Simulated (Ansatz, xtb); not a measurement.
Spectroscopic constants of CuSe, multiplicity 2 (lowest of 2S+1 = 2, 4 at PBE0/def2-TZVPP; our sources give no spin for the ground state, which may be another). No spin–orbit coupling. Cu is treated without relativity. Se is treated without relativity.

The constants come from a fifth-degree fit in 1/R (seven points, main isotopes). Runs in def2 and cc sets follow the lowest solution found near the PBE0 minimum.

The values were computed with Ansatz (a quantum-chemistry and plane-wave program) with Gaussian orbitals; xtb for the GFN methods. Values without a source in brackets are computed. The GFN methods have no spin term and hold the electronic entropy of 300 K.

```csv
level,r_e (Å),ω_e (cm⁻¹),ω_e x_e (cm⁻¹),B_e (cm⁻¹),dipole (D)
GFN1-xTB,2.113,368,1.9,0.107,-
GFN2-xTB,2.219,220,1.2,0.0972,-
SVWN5/def2-TZVPP,2.136,328,1.0,0.105,3.21
PBE/def2-TZVPP,2.191,301,1.0,0.0998,3.38
r2SCAN/def2-TZVPP,2.171,309,1.0,0.102,3.80
B97M-V/def2-TZVPP,2.195,296,1.0,0.0993,3.61
B3LYP/def2-TZVPP,2.225,280,0.89,0.0967,3.76
PBE0/def2-TZVPP,2.210,288,0.87,0.0980,4.08
BHLYP/def2-TZVPP,2.255,272,0.73,0.0942,4.61
CAM-B3LYP/def2-TZVPP,2.212,289,0.80,0.0978,4.15
wB97X-V/def2-TZVPP,2.213,292,0.77,0.0978,4.57
wB97M-V/def2-TZVPP,2.216,290,0.80,0.0975,4.39
B2PLYP/def2-TZVPP,2.209,288,0.84,0.0981,-
```

Correlated levels freeze the inner cores; with def2 sets outer-core shells near the valence are correlated too.
